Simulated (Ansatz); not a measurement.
Consider the cleavage of the Sb–Si bond: `N[Si](O)(Cl)[SbH2]` + H₂Te → `[SbH2][TeH]` + `N[SiH](O)Cl`.

Calculated with Ansatz (gas phase, PBE0-D4/def2-TZVP geometries, no zero-point term in ΔE). CBS: MP2 limit from def2 TZ/QZ plus the TZ coupled-cluster correction, frozen cores. def2 core potentials past Kr. For Sb, Te outer-core shells are correlated without core-valence functions, which leaves a few kJ/mol of doubt a bond. Each species was taken in one conformer, which may not be the lowest.

```tsv
species	CCSD(T)/def2-SVP energy (Eh)
`N[Si](O)(Cl)[SbH2]`	-1120.46966
H₂Te	-268.29508
`[SbH2][TeH]`	-508.28082
`N[SiH](O)Cl`	-880.50380
```

**Question.** Work out ΔE.

**Answer.** ΔE = (-508.28082) + (-880.50380) − (-1120.46966) − (-268.29508) = -0.01988 Eh = -12.5 kcal/mol. CCSD(T)/CBS gives -12.5 kcal/mol.

Largest T1 diagnostic among the species: 0.012.

In def2-TZVPP, CCSD(T) changes the Hartree–Fock value by +5.8 kcal/mol (the triples alone add +0.6 kcal/mol) and MP2 by +4.7 kcal/mol. From BLYP to BHLYP (50 % exact exchange), in def2-TZVPP and without D4, ΔE moves by −1.3 kcal/mol.
